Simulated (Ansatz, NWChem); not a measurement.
# CdNH2F (SMILES [NH2][Cd][F]): from total energies to a heat of formation

The species is CdNH2F (5 atoms), meant as a singlet with charge 0. As SMILES, `[NH2][Cd][F]`. The shape is that of a PBE0-D4/def2-TZVP optimisation.

Total energies at PBE0/def2-TZVPD (core potential) (NWChem 7.3.0); the atoms run unrestricted:

```tsv
species	state	energy (Eh)
CdNH2F	singlet	-323.481162
N	quartet	-54.543885
Cd	singlet	-167.774789
F	doublet	-99.677029
H	doublet	-0.501036
```

Harmonic wavenumbers at PBE0-D4/def2-TZVP, in cm⁻¹: 142, 145, 522, 617, 660, 844, 1562, 3516, 3608.

Measured heats of formation of the gaseous atoms at 298.15 K, in kJ/mol: N 472.4, Cd 111.8, F 79.4, H 218.0. Spin-orbit lowering of the atoms at 298 K (mean of the ground term's levels less their thermal mean, from spectra), in kJ/mol: F 1.29. Take 1 Eh = 2625.50 kJ/mol, 1 cm⁻¹ = 0.0119627 kJ/mol, RT = 2.479 kJ/mol.

Q: What heat of formation follows?

A: 
1. Electronic atomisation energy: (-54.543885) + (-167.774789) + (-99.677029) + 2 × (-0.501036) − (-323.481162) = 0.483387 Eh = 1269.1 kJ/mol.
2. Zero-point energy: half the sum of the wavenumbers, 5808 cm⁻¹ = 69.5 kJ/mol.
3. Thermal vibrational enthalpy, Σ hcν̃/(exp(hcν̃/kT) − 1): 4.9 kJ/mol. Translation, rotation and pV of a non-linear molecule: 4 RT = 9.9 kJ/mol.
4. The 5 free atoms carry 5/2 RT each: 31.0 kJ/mol.
5. Spin-orbit coupling lowers the free atoms by 1.29 = 1.3 kJ/mol.
6. Atomisation enthalpy at 298 K: 1269.1 − 1.3 − 69.5 − 4.9 − 9.9 + 31.0 = 1214.5 kJ/mol.
7. Sum of the atoms' heats of formation: 1099.6 kJ/mol. Heat of formation: 1099.6 − 1214.5 = -114.9 kJ/mol.

No measured value is set beside it here. Anharmonicity and any spin-orbit splitting of the molecule are left out.
